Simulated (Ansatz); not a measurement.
```xyz
6

F    -1.070    1.240    0.978
Ta   -0.017    0.076    0.004
F     0.545    1.581   -0.962
Cl   -0.762   -0.882   -1.916
Cl   -0.832   -1.658    1.311
Cl    2.135   -0.358    0.585
```

The species carries charge 0 and has multiplicity 1. Ta takes the def2 core potential.

(1) List the B3LYP/def2-TZVPP orbital energies in eV (Ansatz). (Estimate.)

Answers

(1) Ansatz gave: Occupied: -2763.54, -2763.53, -2762.78, -672.64, -672.02, -258.29, -258.29, -257.55, -197.27, -197.27, -197.21, -197.21, -197.18, -197.18, -196.49, -196.47, -196.46, -78.03, -44.04, -43.86, -43.72, -32.55, -32.02, -23.32, -23.09, -22.48, -14.15, -13.76, -13.62, -13.40, -12.91, -12.13, -12.02, -11.41, -10.79, -10.59, -10.54, -10.09, -10.09, -9.32, -9.19. Lowest empty: -3.58, -3.19, -2.80, -2.60, -0.50, 0.72, 2.37, 2.53.

B3LYP here is the variant with VWN-RPA as its local correlation; programs differ in this.
